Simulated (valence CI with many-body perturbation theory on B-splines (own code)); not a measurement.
**From CI to CI+MBPT in Rb21+**

Calculated by relativistic CI+MBPT: six valence electrons over a frozen Dirac-Fock core [Ne], radial functions for each j: 9 s, 9 p, 8 d, 6 f, 3 g, 1 h, with the one-electron correlation potential Σ1, the two-electron term Σ2, the three-electron term Σ3, Breit, model QED; selected CI, second order for the rest, scaled by the run's own slope (own B-spline code, finite nucleus).

No measured spectrum was set against this ion. As an estimate, levels of excited configurations hold to 0.05 to 0.15 % of their energy, terms of the ground configuration to about 0.5 %. Among the levels kept, up to 1500 cm⁻¹ of a level comes from second order outside the variational space, and about a tenth of that is noise between levels of different J, which matters for small intervals.

Each rung adds one term. CI alone is the Dirac-Coulomb CI over the frozen core; QED comes last and gives the full result, which names the levels. Energies are above 3s²3p⁴ ³P_2 on the same rung, in cm⁻¹.

Names give the largest LS component (configuration and term), which can be under half, so a name can repeat, a term be missing and a line seem to break the LS rules; names also repeat where a configuration has a term twice. Letters in brackets count levels of one name in rising energy.

```
             Level  CI alone    + Σ1    + Σ2    + Σ3  + Breit    Full
       3s²3p⁴ ³P_0     51100   51141   50987   50800    50779   50794
       3s²3p⁴ ³P_1     91876   92118   92338   92369    90724   90938
       3s²3p⁴ ¹D_2    129958  130207  130214  130060   128153  128353
       3s²3p⁴ ¹S_0    253762  254221  254252  253907   250726  251077
       3s3p⁵ ³P°_2    585181  584308  584099  584997   584521  582658
       3s3p⁵ ³P°_1    629367  628538  628176  628984   628106  626418
       3s3p⁵ ³P°_0    680331  679653  679712  680525   678559  677051
3s²3p³3d ⁵D°_2 [a]    734963  733948  732606  732001   730299  730129
    3s²3p³3d ⁵D°_3    738218  737271  735995  735424   733023  732893
    3s²3p³3d ⁵D°_0    741866  740913  739723  739258   737619  737368
    3s²3p³3d ⁵D°_1    745025  744108  742908  742470   740431  740179
    3s²3p³3d ⁵D°_4    754496  753708  752485  751928   748573  748501
       3s3p⁵ ¹P°_1    755920  755231  754048  754480   752097  751001
3s²3p³3d ⁵D°_2 [b]    774731  773896  772436  771804   769110  769000
3s²3p³3d ³D°_3 [a]    815052  814295  813032  812309   808834  808823
3s²3p³3d ³D°_1 [a]    820166  819397  818054  817380   814063  814046
3s²3p³3d ³F°_2 [a]    822942  822112  820707  820075   816993  816968
    3s²3p³3d ¹S°_0    827668  826863  825311  824761   821774  821737
3s²3p³3d ³F°_3 [a]    836356  835572  834207  833534   829752  829758
    3s²3p³3d ³G°_3    850232  849455  847888  846833   843819  843773
    3s²3p³3d ³G°_4    855323  854639  853355  852517   848155  848191
3s²3p³3d ³F°_4 [a]    874505  873853  872430  871445   867370  867392
    3s²3p³3d ¹G°_4    889079  888345  887013  885854   881700  881723
3s²3p³3d ³D°_1 [b]    892021  891176  889242  887658   885599  885400
    3s²3p³3d ³G°_5    895756  895162  893891  892782   887689  887756
    3s²3p³3d ¹D°_2    909298  908523  906754  905576   902277  902253
3s²3p³3d ³P°_1 [a]    932916  932217  929871  928551   925229  925113
    3s²3p³3d ³P°_0    933630  932948  931317  930121   926550  926542
    3s²3p³3d ³D°_2    950263  949660  948152  946646   942863  942893
3s²3p³3d ³F°_3 [b]    962455  961841  960079  958721   954288  954356
3s²3p³3d ³F°_2 [b]    963873  963211  960823  959363   955566  955548
```

Question: How does the ionisation energy move along the ladder, and which term matters most?

Answer: CI alone 960.40, + Σ1 961.13, + Σ2 961.16, + Σ3 960.74, + Breit 960.31, + QED 960.32 eV. The largest step is Σ1, 0.73 eV. NIST lists 958.9 ± 1.4 eV (semi-empirical).
